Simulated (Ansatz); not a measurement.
`C#C[SiH2][AlH2]` + NH₃ → `N[SiH2][AlH2]` + `C#C` at 600 K and 1 bar (ligand exchange at the Si–C bond).

Isolated molecules relaxed with PBE0-D4/def2-TZVP in Ansatz; ΔE leaves out vibrations. CCSD(T)/CBS adds triple-zeta CCSD(T) − MP2 to the extrapolated MP2 energy (def2 sets, frozen cores). This one scheme is used for every species. One conformer a species, not always the lowest.

| species | CCSD(T)/CBS energy (Eh) | H − E (kJ/mol) | S (J/(mol·K)) |
| --- | --- | --- | --- |
| `C#C[SiH2][AlH2]` | -610.12048 | 189.9 | 439.8 |
| NH₃ | -56.50880 | 112.4 | 219.5 |
| `N[SiH2][AlH2]` | -589.40062 | 204.3 | 414.2 |
| `C#C` | -77.22717 | 96.2 | 235.4 |

H − E and S are ideal-gas, rigid-rotor, harmonic terms from PBE0-D4/def2-TZVP, for one conformer and one mirror image of each species. 1 Eh = 2625.50 kJ/mol, R = 8.31446 J/(mol·K).

Question: By hand: ΔE, ΔH, ΔS and ΔG.

Answer: ΔE = (-589.40062) + (-77.22717) − (-610.12048) − (-56.50880) = 0.00149 Eh = 3.9 kJ/mol. Δ(H − E) = 204.3 + 96.2 − 189.9 − 112.4 = -1.8, so ΔH = 2.1 kJ/mol. ΔS = 414.2 + 235.4 − 439.8 − 219.5 = -9.7 J/(mol·K). ΔG = 2.1 − 600 × (-9.7)/1000 = 7.9 kJ/mol.

Question: By hand: the equilibrium constant, and the temperature at which ΔG would vanish if ΔH and ΔS stayed fixed.

Answer: log₁₀ K = −ΔG/(RT ln 10) = -0.7. ΔH and −TΔS have one sign here, so there is no such temperature.

TΔS isn't small against ΔH here. A doubt of 5 kJ/mol in ΔE shifts log₁₀ K by 0.4 here. Other conformers and mirror images would add mixing entropy, several J/(mol·K) or more a flexible species. Modes under 60 cm⁻¹, often nearly free rotors, make the harmonic entropy too high. These are equilibria of isolated gas molecules and say nothing of rates. Largest T1 diagnostic: 0.013 (customary marks: 0.02 for closed shells, 0.045 for open ones).

ΔS is within the doubt of such terms, so its sign, and with it that verdict, could turn.
